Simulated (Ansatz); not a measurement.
CF4, charge +1, doublet, at a GFN2-xTB geometry (a state made from the parent by changing its charge; the spin is typed, not shown lowest); BLYP/cc-pVDZ run with Ansatz (a first-principles code).

Input for Ansatz:
Ansatz 0.2 input:
```yaml
crystal:
  periodic: [false, false, false]
  atoms:
    - {symbol: F, position_ang: [0.01244044, -1.03918526, -0.82138004]}
    - {symbol: C, position_ang: [-0.00000000, 0.00000000, 0.00000000]}
    - {symbol: F, position_ang: [-0.17290567, 1.13627641, -0.65856320]}
    - {symbol: F, position_ang: [-1.00801634, -0.07122209, 0.85647908]}
    - {symbol: F, position_ang: [1.16848156, -0.02586906, 0.62346417]}
basis:
  gaussian:
    orbitals: cc-pVDZ
hamiltonian:
  xc: blyp
total_charge: 1
magnetization: {spin_polarized: true, initial_magnetization: 1}
```

What the program printed (banner, timings and long lists left out):

```
Functional definition: BLYP
724 factors; their error is unknown
mean field evaluation 1: about -11884.6079 eV, gradient 4.3e1 eV
mean field evaluation 2: about -11864.1321 eV, gradient 9.1e1 eV
mean field evaluation 4: about -11886.5849 eV, gradient 2.9e1 eV
mean field evaluation 8: about -11888.8864 eV, gradient 1.5e1 eV
mean field evaluation 16: about -11889.9722 eV, gradient 1.7e-1 eV
mean field evaluation 32: about -11887.7620 eV, gradient 2.2e1 eV
mean field evaluation 64: about -11888.7480 eV, gradient 5.7e-6 eV
mean field evaluation 96: about -11888.7932 eV, gradient 9.8e-1 eV
mean field evaluation 128: about -11889.9339 eV, gradient 1.4e-5 eV
mean field -11889.93392825 eV, -436.9470125765 hartree, gradient 1.4e-5 eV, S^2 0.751383; 12 other end points of the search recorded, 0 dependent functions left out
reference -11889.93406108 eV, -436.9470174578 hartree; 21, 20 occupied and 49, 50 virtual orbitals, 724 factors
Total energy: -11889.93406108 eV, -436.9470174578 hartree
```
